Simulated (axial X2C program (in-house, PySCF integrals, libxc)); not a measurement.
# AlHg: from the spin-free to the two-component result

All values were computed with an in-house all-electron X2C program for linear molecules (integrals from PySCF). Spin-free means the one-electron spin-free X2C Hamiltonian; two-component (2c) means X2C with spin–orbit coupling and atomic mean-field two-electron Coulomb and Gaunt terms, so the difference of the two also holds small scalar two-electron terms. Basis: Hg dyall-cv3z [13s14p9d6f4g], Al dyall-v3z [8s8p2d1f] (cores contracted in-house); Gaussian nuclei, density fitting, unrestricted open shells. Masses: Hg 201.971 u, Al 26.982 u.

Spin-free state: M_S = 1/2, Λ = 1 (beyond evenly filled blocks: π+α); fragments Hg + Al.

```
level  Re (Å)  ωe (cm⁻¹)  De (eV)  μ (D)
 PBE0   2.772      144.9    0.264  -0.55
  M06   2.876      128.9    0.321   0.06
```

Dipoles are positive if Al is the positive end.

**Question.** Within this multiplet, which Ω should lie lowest by the rule for regular and inverted multiplets?

**Answer.** The open π shell holds one electron, so the multiplet is regular: Ω = Λ − 1/2 = 1/2. The PBE0 2c search agrees.

Two-component determinant lowest at the distance of the search:

Ω = 1/2 (⟨Sz⟩ = -0.45, ⟨Lz⟩ = 0.95 at PBE0); fragments Hg + Al.

```csv
level,Re (Å),ωe (cm⁻¹),De (eV),μ (D)
PBE0,2.690,167.7,0.361,-0.11
M06,2.802,145.5,0.410,0.53
```

**Question.** From the two tables, how do the constants change at the PBE0 level (2c against spin-free)?

**Answer.** At the PBE0 level Re drops by 0.082 Å and ωe goes up by 22.8 cm⁻¹; De is not compared, since the atomic limits differ or miss part of their spin–orbit lowering.

The state is one determinant whose occupation by symmetry is held fixed; it was picked as the lowest of a PBE0 search that is not exhaustive. De is counted from the lowest determinant-based energies of the atoms at the same level, without counterpoise correction. Density functionals use the spin component along the axis (collinear). In 2c an atomic determinant is not the ground J level, so De misses part of the atomic spin–orbit lowering. This holds for PBE0, M06. Other states lie close and PBE0, whose exact exchange favours high spin, may order them wrongly; the determinant shown need not be the ground state. The nearest other spin-free determinant of the search, M_S = 1/2, Λ = 0, lies 0.38 eV up at the distance of the search. Without a current term, density functionals place determinants with orbital angular momentum somewhat too high. The atomic limit has a lower orbital projection than the molecule and lies lower at mean-field level, so De may be about a tenth of an eV too small.
